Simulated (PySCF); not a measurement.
CH3BiF2O, SMILES C[O][Bi]([F])[F].

Coordinates come from a PBE-D3(BJ)/def2-SVP optimisation. The def2 effective core potentials stand for the cores of Bi; spin–orbit coupling is left out. The values are those of a single conformer.

Calculation: PBE-D3(BJ)/def2-SVP (PySCF).

Frequencies are harmonic and unscaled.

| mode | ν (cm⁻¹) | IR (km/mol) | moving atoms (share of kinetic energy) |
|---|---|---|---|
| 1 | 7 | 3.1 | H 47 %, F 31 %, C 17 % |
| 2 | 86 | 2.3 | H 69 %, F 15 %, C 14 % |
| 3 | 117 | 13.4 | F 54 %, C 29 %, H 13 % |
| 4 | 169 | 6.6 | F 93 % |
| 5 | 183 | 11.4 | O 60 %, F 30 % |
| 6 | 260 | 7.8 | O 31 %, C 28 %, H 15 %, Bi 13 %, F 12 % |
| 7 | 501 | 47.6 | O 76 %, Bi 8 % |
| 8 | 553 | 56.8 | F 91 %, Bi 9 % |
| 9 | 562 | 33.4 | F 90 %, Bi 8 % |
| 10 | 1047 | 157.1 | O 50 %, C 47 % |
| 11 | 1125 | 0.0 | H 77 %, C 18 % |
| 12 | 1131 | 4.8 | H 75 %, C 19 % |
| 13 | 1399 | 19.9 | H 89 %, C 9 % |
| 14 | 1402 | 6.0 | H 97 % |
| 15 | 1432 | 11.4 | H 96 % |
| 16 | 2923 | 75.8 | H 98 % |
| 17 | 3002 | 27.7 | H 90 %, C 10 % |
| 18 | 3029 | 19.0 | H 90 %, C 10 % |
